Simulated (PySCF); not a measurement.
Compound: SiEt4, C8H20Si.
Geometry (PBE0-D3(BJ)/def2-SVP, Å), atoms numbered from 1 in this order:
```xyz
29
C8H20Si angstrom
Si    -0.0060    0.0048    0.0011
C      0.0336   -0.0190    1.8941
C      0.6174   -1.2901    2.5051
H     -0.9969    0.1405    2.2572
H      0.6025    0.8635    2.2367
H      0.6129   -1.2620    3.6067
H      0.0505   -2.1846    2.2013
H      1.6613   -1.4505    2.1910
C      1.7684   -0.0164   -0.6577
C      1.8950    0.0707   -2.1760
H      2.2588   -0.9332   -0.2850
H      2.3115    0.8196   -0.1815
H      2.9459    0.0639   -2.5065
H      1.3928   -0.7731   -2.6758
H      1.4381    0.9937   -2.5686
C     -0.8896    1.5736   -0.5863
C     -0.1807    2.8778   -0.2289
H     -1.9097    1.5661   -0.1626
H     -1.0269    1.4996   -1.6800
H     -0.7347    3.7619   -0.5833
H     -0.0569    2.9878    0.8602
H      0.8263    2.9262   -0.6737
C     -0.9320   -1.5155   -0.6436
C     -2.3472   -1.6893   -0.0989
H     -0.3206   -2.4069   -0.4152
H     -0.9546   -1.4520   -1.7461
H     -2.8357   -2.5948   -0.4930
H     -2.3526   -1.7705    1.0002
H     -2.9903   -0.8338   -0.3603
```

The calculation used TDDFT wB97X-D/def2-SVPD, vertical, gas phase, core orbitals frozen in the response in PySCF 2.14.0, density-fitted response routines.

Predict the UV-vis stick spectrum at this level.

```csv
state,E (eV),E (kJ/mol),λ (nm),f,|μ| (D),"main configurations (H = HOMO, L = LUMO)"
S1,7.78,751,159.4,0.014,0.68,"H-1/H→L (≥64%), H-1/H→L+1 (≥19%)"
S2,7.79,751,159.3,0.014,0.68,"H-1/H→L (≥63%), H-1/H→L+1 (≥19%)"
S3,7.86,759,157.7,0.0000,0.04,"H-2→L (67%), H-1/H→L+3 (≥11%), H-1/H→L+2 (≥10%)"
S4,8.18,789,151.6,0.0000,0.02,"H-2→L+1 (50%), H-1/H→L+2 (≥9%), H-1/H→L+3 (≥9%)"
S5,8.43,814,147.0,0.015,0.68,"H-1/H→L+1 (≥46%), H-2→L+3 (18%)"
S6,8.44,814,146.9,0.016,0.70,"H-1/H→L+1 (≥48%), H-2→L+2 (21%)"
S7,8.44,815,146.8,0.0034,0.32,"H-1/H→L+2 (≥32%), H-1/H→L+3 (≥23%)"
S8,8.48,819,146.1,0.049,1.24,"H-1/H→L+3 (≥40%), H-1/H→L+2 (≥39%)"
S9,8.58,828,144.5,0.0000,0.04,"H-2→L+1 (28%), H-1/H→L+3 (≥24%), H-1/H→L+2 (≥21%)"
```

Triplets, Tamm–Dancoff:

```
state  E (eV)  λ (nm)           main configurations (H = HOMO, L = LUMO)
   T1    7.65   162.1     H-1/H→L (≥57%), H-1/H→L+1 (≥20%), H-2→L+3 (9%)
   T2    7.65   162.0     H-1/H→L (≥57%), H-1/H→L+1 (≥20%), H-2→L+2 (9%)
   T3    7.74   160.1    H-2→L (63%), H-1/H→L+3 (≥12%), H-1/H→L+2 (≥12%)
   T4    8.00   155.0  H-2→L+1 (43%), H-1/H→L+3 (≥11%), H-1/H→L+2 (≥11%)
```

The lowest singlet level (S1/S2) comes at 159 nm (751 kJ/mol) in the vacuum ultraviolet; it is weak. The most intense listed level is S8 at 8.48 eV (146 nm, f = 0.049), 0.70 eV above S1. S1/S2 and S5/S6/S7 lie within about 0.01 eV of each other in each set. Löwdin shares by element: HOMO (one of a set within 0.03 eV) carbon 50% or more, silicon 18% (atoms not listed hold the other 32%); LUMO carbon 21% or more, silicon 8% (atoms not listed hold the other 72%). Orbital energies (eV): HOMO-3 -11.19, HOMO-2 -9.55, HOMO-1 -9.52, HOMO -9.52, LUMO 2.22, LUMO+1 2.48, LUMO+2 2.72. The oscillator strengths of these states sum to 0.111; summed over the whole spectrum of an exact calculation they would give the number of electrons, 82 (Thomas–Reiche–Kuhn). Of the 9 states listed, 5 reach f = 0.01 and 3 stay under 0.0005. Orbitals of the list HOMO-3 to LUMO+2 that lie within 0.01 eV of each other are written together with a slash and their weights summed (≥ marks a lower bound); for degenerate orbitals outside that list single weights are arbitrary. Singlets were solved by full linear response, triplets in the Tamm–Dancoff approximation. The highest level found (8.69 eV, f 0.030 so far) is left out, since the window may have cut off a degenerate partner.

One conformer stands for the species.

Without π bonds the low states are Rydberg-like; a valence basis with one diffuse set may place them up to an eV too high.
